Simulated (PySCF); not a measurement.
Numbering as in the mapped SMILES `[CH3:1][C:2]([CH3:3])([CH3:4])[c:5]1[cH:6][cH:7][cH:8][n:9][cH:10]1`; H(Xn) means a hydrogen on atom n.

PySCF 2.14 calculation with CAM-B3LYP/pcSseg-1 with gauge-including orbitals and coordinates at the PBE0-D3(BJ)/def2-SVP level; no relativistic terms, no solvent model, one computed conformer, fast rotation and ring inversion assumed for equivalent nuclei.

Problem. List the cross peaks expected in HSQC, COSY and HMBC spectra.

Solution. 

HSQC (one-bond C–H):
```tsv
δH	δC
8.91 (H(C10))	159.6 (C10)
8.55 (H(C8))	156.2 (C8)
7.53 (H(C6))	140.0 (C6)
7.13 (H(C7))	130.8 (C7)
1.29 (H(C1)/H(C3)/H(C4))	33.0 (C1/C3/C4)
```

COSY cross peaks (H two or three bonds apart, from the bond graph; peaks can be absent where the dihedral angle is near 90°):
```tsv
δH	δH
8.55 (H(C8))	7.13 (H(C7))
7.53 (H(C6))	7.13 (H(C7))
```

HMBC (two and three bonds, from the bond graph):
```tsv
δH	δC
8.91 (H(C10))	156.2 (C8), 154.6 (C5), 140.0 (C6), 33.7 (C2)
8.55 (H(C8))	159.6 (C10), 140.0 (C6), 130.8 (C7)
7.53 (H(C6))	159.6 (C10), 156.2 (C8), 154.6 (C5), 130.8 (C7), 33.7 (C2)
7.13 (H(C7))	156.2 (C8), 154.6 (C5), 140.0 (C6)
1.29 (H(C1)/H(C3)/H(C4))	154.6 (C5), 33.7 (C2), 33.0 (C1/C3/C4)
```

References, each an isolated molecule treated in the same way: 1H (31.33 ppm) and 13C (182.45 ppm) vs TMS.

Short H···H contacts in this conformer between protons four or more bonds apart (candidates for NOE cross peaks, intensity ∝ r⁻⁶): H(C1)···H(C6) 2.27 Å, H(C3)···H(C10) 2.28 Å.

Shifts are as computed, not scaled to solution data. Of 1211 compounds with measured shifts, 218 miss one by over three times the rms of a fit or turn the order of signals round; such compounds aren't used in these exercises.
